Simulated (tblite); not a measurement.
C4H11NSSi (charge -1 and doublet state).
Atom-mapped SMILES: `[CH3:1][SiH:2]([CH3:3])[CH2:4][C:5]([NH2:6])[S-:7]` (hydrogens: H8, H9, H10 on C1; H11 on Si2; H12, H13, H14 on C3; H15, H16 on C4; H17, H18 on N6)

Structure used (GFN2-xTB), in Å, numbered top down from 1:
```
atom  x, y, z in Å
C1    -1.1133    0.8752   -1.6866
Si2   -0.5723   -0.4587   -0.4297
C3    -2.2251   -0.7101    0.5493
C4     0.6325    0.1094    0.9316
C5     1.9276    0.3542    0.2390
N6     3.1019    0.4297    1.0416
S7     1.9681   -0.2882   -1.3615
H8    -1.4332    1.7804   -1.1765
H9    -0.3109    1.1365   -2.3652
H10   -1.9532    0.5131   -2.2740
H11   -0.4251   -1.8064   -1.0082
H12   -2.1669   -1.5508    1.2356
H13   -3.0435   -0.9108   -0.1369
H14   -2.5000    0.1645    1.1328
H15    0.2857    1.0019    1.4724
H16    0.7273   -0.6797    1.7014
H17    3.9132    0.4086    0.4308
H18    3.1786   -0.3621    1.6924
```

Computed values, GFN2-xTB/tblite, gas phase, harmonic and unscaled. Errors from tens to a few hundred cm⁻¹ against measured bands are possible. Modes of hydrogen on silicon can be 10 to 20 % off. One conformer, not necessarily the lowest. Open shells enter through the occupations alone, without spin polarisation, and single modes of such species can be off by tens of per cent.

Harmonic wavenumbers (cm⁻¹): 55.3, 63.9, 105.3, 119.5, 128.7, 160.7, 196.8, 220.3, 247.4, 294.5, 326.4, 397.9, 547.3, 647.5, 672.7, 696.6, 720.7, 750.9, 758.2, 805.4, 838.9, 842.2, 871.5, 930.4, 1003.2, 1076.1, 1146.7, 1230.1, 1254.6, 1362.7, 1375.7, 1481.6, 1501.0, 1505.5, 1531.5, 1532.4, 1536.6, 2146.8, 2726.9, 2837.6, 3012.5, 3014.2, 3018.5, 3019.6, 3025.4, 3072.9, 3092.2, 3385.8.

A = 2856, B = 1146, C = 930.0 MHz; mass 133.038 u (most abundant isotopes); point group C1, symmetry number 1; spin multiplicity 2.

**Question.** Zero-point energy?

**Answer.** ½Σν̃ = 30645 cm⁻¹ = 87.62 kcal/mol.

**Question.** Entropy at 200 K, 1 bar (ideal gas, RRHO, classical rotation)?

**Answer.** Translation 38.61, rotation 27.86, vibration 22.97, spin (R ln 2) 1.38: S = 90.8 cal/(mol K).

**Question.** And Cp and H(200 K) − H(0)?

**Answer.** Cp = 31.45 cal/(mol K), of which vibrations give 23.50 (their classical limit is 48 R = 95.4); H(200 K) − H(0) = 4.11 kcal/mol without the zero-point energy, 2.52 from vibrations.

**Question.** Blend soft modes into free rotors: weight 1/[1 + (100 cm⁻¹/ν̃)⁴] for the oscillator and the rest for a rotor with moment μB/(μ + B), μ = h/(8π²ν), B = 10⁻⁴⁴ kg m². What vibrational entropy results?

**Answer.** 21.68 cal/(mol K) in place of 22.97, which changes −T·S at 200 K by +0.26 kcal/mol.

**Question.** What must be added to the electronic energy to get the Gibbs energy at 200 K and 1 bar?

**Answer.** ZPE + [H(200 K) − H(0)] − T·S = 87.62 + 4.11 − 18.16 = 73.57 kcal/mol.

Hindered rotation and anharmonicity are outside this model. Other conformers, if any are populated, would add a mixing term that is left out. The structure is chiral; the term R ln 2 for an equal mix with its mirror image is left out.

The run took 0.8 s wall on Arm Neoverse V1, one thread, no GPU, on a shared host. The figure is for the frequency step alone.
